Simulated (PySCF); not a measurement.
Structure with atom numbers: `[CH3:1][c:2]1[n:3][n:4][cH:5][cH:6][c:7]1[OH:8]` (H(Xn): hydrogen on atom n).

Geometry: GFN2-xTB; GIAO shifts from PySCF 2.14, gas phase, non-relativistic, averaged over equivalent atoms.

At BP86/pcSseg-1 (166 basis functions, 25 s wall time on 1 thread of an Arm Neoverse V2, shared host):
| atoms | δ (ppm) |
| --- | --- |
| C7 | 157.2 |
| C5 | 150.6 |
| C2 | 150.1 |
| C6 | 109.1 |
| C1 | 21.9 |
| N3 | 448.9 |
| N4 | 429.2 |
| O8 | 140.3 |
| H(C5) | 9.02 |
| H(C6) | 6.20 |
| H(O8) | 4.14 |
| H(C1) | 2.84 |

Shifts are taken against calculated references (same method and geometry level): ¹³C (182.31 ppm), ¹H (31.71 ppm) against TMS; ¹⁵N (265.36 ppm) against NH3; ¹⁷O (334.23 ppm) vs H2O.

Estimate the result of repeating the calculation with PBE0/6-311+G(2d,p).

Results:


```csv
atoms,"δ at PBE0/6-311+G(2d,p)",change
C7,158.5,+1.3
C5,152.1,+1.5
C2,152.8,+2.7
C6,111.7,+2.6
C1,19.7,-2.2
N3,442.0,-6.9
N4,419.7,-9.5
O8,116.9,-23.4
H(C5),9.27,+0.25
H(C6),6.57,+0.37
H(O8),4.13,-0.01
H(C1),2.79,-0.05
```

Shifts are taken against calculated references (same method and geometry level): ¹³C (188.91 ppm) and ¹H (31.98 ppm) vs TMS; ¹⁵N (263.52 ppm) vs NH3; ¹⁷O (327.81 ppm) against H2O.

The largest change is at O8 (phenol-type oxygen). Cost: 252 basis functions, 26 s wall time on 1 thread of an Arm Neoverse V2, shared host. The order of the carbon signals changes between the two levels.

Experimental scales use liquid or dissolved standards, which lie at an offset from isolated NH3 (liquid NH3: subtract about 20 ppm) and H2O (liquid H2O: subtract about 36 ppm). Unscaled 15N shifts of sp2 nitrogen come out 20 to 40 ppm too high even then.
